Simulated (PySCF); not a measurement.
Input for PySCF:
```python
from pyscf import gto, scf

mol = gto.Mole()
mol.atom = '''
    B     0.00000000    0.00000000    0.00000000
    H    -0.78935573   -0.82329958   -0.45703408
    H     0.16226976   -0.21027872    1.19968171
    H    -0.45033333    1.13195784   -0.16017538
    H     1.07741931   -0.09837954   -0.58247225
'''
mol.basis = 'pcseg-0'
mol.charge = -1
mol.verbose = 4
mol.build()

mf = scf.RHF(mol)
mf = mf.density_fit(auxbasis='def2-universal-jkfit')
mf.kernel()
```

Question: Give the total energy at the level DF-HF/pcseg-0 (PySCF).

Answer: -26.9013 Eh

Question: Predict the Mulliken (on the basis functions themselves) charges in atom order from DF-HF/pcseg-0.

Answer: B1 -0.14, H2 -0.21, H3 -0.21, H4 -0.21, H5 -0.21

Question: Give the nuclear repulsion energy at the level DF-HF/pcseg-0.

Answer: 10.1958 Eh

Question: Predict the HOMO energy from DF-HF/pcseg-0.

Answer: -5.12 eV

Question: Give the number of basis functions at the level DF-HF/pcseg-0.

Answer: 17

Question: Estimate the HOMO-LUMO gap that DF-HF/pcseg-0 returns for this input.

Answer: 19.01 eV
